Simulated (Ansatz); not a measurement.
Species: C3H9B, SMILES `CB(C)C` (charge 0, multiplicity 1).

### Question
Give a relaxed geometry from B3LYP-D3(BJ)/def2-TZVP (Ansatz, a first-principles code).

### Answer
the end point of this relaxation (outside a Z-matrix the atoms follow the SMILES, hydrogens last).
Bonds (Å): C1–B2 1.571, C1–H5 1.100, C1–H6 1.092, C1–H7 1.093, B2–C3 1.571, B2–C4 1.570, C3–H8 1.092, C3–H9 1.093, C3–H10 1.100, C4–H11 1.092, C4–H12 1.100, C4–H13 1.092. Bond angles (°): B2–C1–H5 106.5, B2–C1–H6 114.5, B2–C1–H7 113.8, H5–C1–H6 106.3, H5–C1–H7 105.7, H6–C1–H7 109.3, C1–B2–C3 120.7, C1–B2–C4 119.7, C3–B2–C4 119.6, B2–C3–H8 114.7, B2–C3–H9 113.5, B2–C3–H10 106.5, H8–C3–H9 109.3, H8–C3–H10 106.5, H9–C3–H10 105.6, B2–C4–H11 114.3, B2–C4–H12 106.1, B2–C4–H13 114.2, H11–C4–H12 106.1, H11–C4–H13 109.4, H12–C4–H13 106.0.
